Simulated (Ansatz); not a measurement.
Ideal-gas functions of AlFH3NSi, SMILES `[F][Al]1[NH][SiH2]1` at 600 K and 1 bar, from an Ansatz frequency run at PBE0-D4/def2-TZVP.

Molar mass 91.1 g/mol, point group Cs (symmetry number 1), electronic degeneracy 1, moments of inertia 29.221, 206.789, 230.269 u Å². Harmonic wavenumbers (cm⁻¹, unscaled): 158, 184, 416, 423, 569, 596, 663, 738, 834, 942, 963, 1023, 2185, 2186, 3602.

Use S(trans) = R[1.5 ln M + 2.5 ln T − 1.1517]; rotational temperatures θ = 24.2544 K / I; S(rot) = R[ln(√π/σ · √(T³/θAθBθC)) + 1.5]; for each mode x = 1.438777 ν̃/T, S = R[x/(eˣ − 1) − ln(1 − e⁻ˣ)] and H = RT x/(eˣ − 1); 1 cm⁻¹ = 0.0119627 kJ/mol; R = 8.31446 J/(mol·K).

Task: By hand: the entropy, in J/(mol·K).

Result: Translation 179.7. Rotation: θ = 0.83, 0.1173, 0.1053 K, giving 116.1. Vibration, mode by mode: 16.43, 15.18, 8.67, 8.54, 6.35, 6.02, 5.28, 4.58, 3.81, 3.11, 2.99, 2.67, 0.28, 0.28, 0.01, in all 84.2. Electronic 0.0. Sum 380.0 J/(mol·K).

Task: By hand: H − E and G − E in kJ/mol, counted from the electronic energy.

Result: Zero-point energy ½ × 15482 × 0.0119627 = 92.6; thermal vibration 27.9; translation, rotation and pV give 4 RT = 20.0. H − E = 140.5 kJ/mol, and G − E = 140.5 − 600 × 380.0/1000 = -87.5 kJ/mol.

Vibration gives 22 % of the entropy.
